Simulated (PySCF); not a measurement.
Sn(H)2(SH)2 (H₄S₂Sn), SMILES [SH][SnH2][SH].

Geometry: B3LYP-D3(BJ)/def2-SVP. The def2 effective core potentials stand for the cores of Sn; spin–orbit coupling is left out. Other conformers were not sampled.

Level of theory: PBE/def2-TZVPD in PySCF.

Symmetry labels are those of the subgroup C2 that the program uses (full group C2).

Computed valence orbital energies around the gap with their symmetry:
| orbital | symmetry | energy (eV) |
|---|---|---|
| HOMO−7 | A | -12.87 |
| HOMO−6 | B | -10.30 |
| HOMO−5 | A | -9.74 |
| HOMO−4 | B | -8.50 |
| HOMO−3 | A | -8.19 |
| HOMO−2 | B | -7.76 |
| HOMO−1 | A | -6.40 |
| HOMO | B | -6.19 |
| LUMO | A | -2.24 |
| LUMO+1 | B | -1.25 |
| LUMO+2 | A | -1.11 |
| LUMO+3 | A | -0.40 |
